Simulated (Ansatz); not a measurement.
Basis-set series for BrCl$_{3}$Si, SMILES `Cl[Si](Cl)(Cl)Br`. Charge 0, multiplicity 1. Geometry: relaxed with PBE0-D4/def2-TZVP.

```csv
functional,basis,functions,energy (Eh),HOMO (eV),LUMO (eV)
PBE0-D4,def2-SVP,104,-4242.75202,-8.98,-0.64
PBE0-D4,def2-QZVPP,369,-4243.75235,-9.08,-1.02
ωB97M-V,def2-SVP,104,-4243.40313,-11.15,1.53
ωB97M-V,def2-QZVPP,369,-4244.39024,-11.29,0.91
```

Problem. Give the rows for def2-TZVPP. (Estimate.)

Solution. The calculation gave: 
```
functional       basis  functions  energy (Eh)  HOMO (eV)  LUMO (eV)
   PBE0-D4  def2-TZVPP        216  -4243.64979      -9.06      -0.92
   ωB97M-V  def2-TZVPP        216  -4244.29230     -11.26       1.13
```

Positive LUMOs are unbound and depend on the basis. Scalar relativity is left out up to krypton.

All numbers were calculated with Ansatz.
